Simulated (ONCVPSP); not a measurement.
## Transferability test, ONCV potential for neon

```
Element                 : neon
Generator               : ONCVPSP 4.0.1
Type                    : optimised norm-conserving Vanderbilt (ONCV)
Functional              : PBE
Relativity              : scalar-relativistic
Frozen core             : [He]
Valence charge          : 8
Reference configuration : 2s2 2p5 (charge +1)
Partial waves           : 2s: rc 0.75 bohr, ncon 5, nbas 8, qcut 11.5 1/bohr, 1 projector; 2p: rc 1.10 bohr, ncon 5, nbas 10, qcut 14.5 1/bohr, 2 projectors, debl 1.4 Ha; d scattering state at 0.41 Ha: rc 1.05 bohr, ncon 3, nbas 7, qcut 13.6 1/bohr, 2 projectors, debl 2.6 Ha
Local potential         : polynomial inside 0.55 bohr (lpopt 3, dvloc0 1 Ha)
Core correction         : Teter function, fcfact 5.25, rcfact 1.4
```

Energies are relative to the spin-unpolarised reference configuration 2s2 2p5; without spin polarisation the order of configurations can differ from experiment.

```json
{"valence configuration": "2s2 2p6", "charge": "0", "ΔE all-electron (eV)": "-22.475", "error AE − PS (meV)": "+11"}
{"valence configuration": "2s2 2p4", "charge": "+2", "ΔE all-electron (eV)": "43.268", "error AE − PS (meV)": "+27"}
{"valence configuration": "2s2 2p3", "charge": "+3", "ΔE all-electron (eV)": "110.698", "error AE − PS (meV)": "+189"}
```

(1) What are ΔE and the potential's error for 2s1 2p6?

Levels in the configuration 2s2 2p4:

```csv
level,all-electron (eV),pseudo (eV)
2s,-78.130,-78.124
2p,-54.823,-54.747
```

Answers

(1) ΔE = 23.407 eV all-electron; the error (AE − PS) is +22 meV.
